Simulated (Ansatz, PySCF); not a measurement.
Gas-phase reaction (SMILES): C=C[Si](O)(O)O + [H][H] (H2) -> O[SiH](O)O [trihydroxysilane] + C=C (C2H4); hydrogen cleaves one Si-C bond, a model of a ligand-exchange step.

Structures are relaxed separately at B3LYP-D3(BJ)/def2-TZVP in Ansatz (an electronic-structure program), one conformer each, not searched for the lowest. Valence correlation only, unless marked. Spin-orbit coupling is left out. Non-relativistic. CBS marks a two-point X^-3 extrapolation of the correlation energy; Hartree-Fock from the larger set. Thermal terms are rigid-rotor harmonic-oscillator values from B3LYP-D3(BJ) frequencies (Ansatz or PySCF) at 298.15 K and 1 atm. 1 Eh = 627.5095 kcal/mol.

| species | E, CCSD(T)/CBS(cc-pV(T+d)Z,cc-pV(Q+d)Z) (Ansatz) (Eh) | E, PBE/def2-TZVPD (Ansatz) (Eh) | H - E (Eh) |
|---|---|---|---|
| C=C[Si](O)(O)O | -594.45490 | -594.78031 | 0.09513 |
| [H][H] (H2) | -1.17450 | -1.16589 | 0.01336 |
| O[SiH](O)O | -517.15896 | -517.45180 | 0.05830 |
| C=C (C2H4) | -78.47456 | -78.50050 | 0.05494 |

Question: Work out ΔE and ΔH at 298.15 K at the first level, then ΔH at the second.

Answer: 
1. ΔE = [(-517.15896) + (-78.47456)] - [(-594.45490) + (-1.17450)] = -0.00412 Eh = -2.6 kcal/mol at CCSD(T)/CBS(cc-pV(T+d)Z,cc-pV(Q+d)Z).
2. The terms H - E add up to 0.00475 Eh, so ΔH = (-0.00412 + (0.00475))×627.5095 = 0.4 kcal/mol.
3. At PBE/def2-TZVPD the same steps give ΔE = -3.8 and ΔH = -0.8 kcal/mol, a shift of -1.2 from the first level.
4. These values are not checked against measurement here, since the tables used lack a sound gas-phase enthalpy of formation for at least one species.
